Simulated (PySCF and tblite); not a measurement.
Values are calculated unless marked as measured or tabulated.
2 diastereomers of C₈H₁₀, numbered alike:

```json
{"isomer": "A", "SMILES": "[CH:1]#[C:2][C@@H:3]([CH3:4])[C@H:5]([CH3:6])[C:7]#[CH:8]", "descriptors (one enantiomer)": "3S, 5S"}
{"isomer": "B", "SMILES": "[CH:1]#[C:2][C@H:3]([CH3:4])[C@H:5]([CH3:6])[C:7]#[CH:8]", "descriptors (one enantiomer)": "3R, 5S"}
```

Protocol: conformer search, at most 7 conformers an isomer, GFN2-xTB geometries, energies PBE0/pcSseg-1 (D3(BJ) added where defined), GIAO shieldings PBE0/pcSseg-1, weights at 298.15 K with GFN2-xTB thermal terms. Programs: PySCF with density fitting and tblite.

Q: What shifts does each isomer give (ppm)?

A: 
A: ¹H (against TMS): 2.60 (H3/H5, 2H), 1.55 (H1/H8, 2H), 1.39 (H4/H6, 6H). ¹³C (against TMS): 91.4 (C2/C7), 77.5 (C1/C8), 33.4 (C3/C5), 19.8 (C4/C6).

B: ¹H (against TMS): 2.31 (H3/H5, 2H), 1.59 (H1/H8, 2H), 1.47 (H4/H6, 6H). ¹³C (against TMS): 92.0 (C2/C7), 77.8 (C1/C8), 34.6 (C3/C5), 22.3 (C4/C6).

Shifts are unscaled: against experiment ¹³C can be off by 15 ppm or more and ¹H by 0.8 ppm.
